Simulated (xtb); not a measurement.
Harmonic IR lines of one isomer of CH₂Si, unscaled. Computed with GFN2-xTB run with xtb 6.7.1.

wavenumber (cm⁻¹): 684 (vs), 800 (vs), 822 (w), 1440 (w), 2936 (s), 2945 (s)

Name which structure gives these lines.
A) `C=[Si]` (excited triplet)
B) `[C]=[SiH2]` (near-degenerate triplet)
C) `C=[Si]` (lower singlet)

A, `C=[Si]` (excited triplet)
